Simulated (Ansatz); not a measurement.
The same path of BClH2O + ClH (7 atoms, charge 0, multiplicity 1) was run twice with different band settings. Lost on the way: B1–H2, Cl6–H7. Made: B1–Cl6, H2–H7.

These are results of Ansatz 0.2.0, RKS PBE0-D4/def2-SVP, not measurements.

Relaxed end points:

```xyz
7
Properties=species:S:1:pos:R:3
B -0.079 -0.513 0.001
H -0.254 -1.042 1.068
Cl 1.572 -0.063 -0.463
O -1.049 -0.264 -0.883
H -1.922 -0.520 -0.565
Cl 0.073 2.497 1.651
H 0.976 1.910 0.939
```

```xyz
7
Properties=species:S:1:pos:R:3
B -0.183 0.729 -0.534
H 0.622 -0.586 2.442
Cl 1.235 -0.113 -1.163
O -1.405 0.188 -0.604
H -1.413 -0.684 -1.015
Cl -0.003 2.311 0.196
H 0.465 0.159 2.427
```

Common settings: movable images 5; climbing image yes; optimiser quadratic models (default); start path through a guess of the saddle point; force threshold 0.03 eV/Å; iteration limit 60; end points relaxed.

| run | spring |
| --- | --- |
| 1 | 5.0 eV/Å² |
| 2 | 0.5 eV/Å² |

What does each run give, and how far can it be trusted?

Run 1: converged after 37 iterations, highest image 1.123 eV above the first end. The profile has 2 maxima (images 3, 5) with wells between them (image 4): this band takes more than one step, which may be the mechanism or a detour left from its start path. Neighbouring images differ by up to 1.5 eV, so the band resolves the path poorly. A vibrational analysis at the climbing image gives one clearly imaginary mode, 878i cm⁻¹: a first-order saddle point.
Run 2: converged after 33 iterations, highest image 1.123 eV above the first end. The profile has 2 maxima (images 3, 5) with wells between them (image 4): this band takes more than one step, which may be the mechanism or a detour left from its start path. Neighbouring images differ by up to 1.5 eV, so the band resolves the path poorly. Another band between the same ends (5 images) ends at a top of the same energy, where a vibrational analysis finds 1 clearly imaginary mode.
The orbitals stay closed-shell, which can raise the energy where a bond breaks towards radicals; this wasn't checked here.
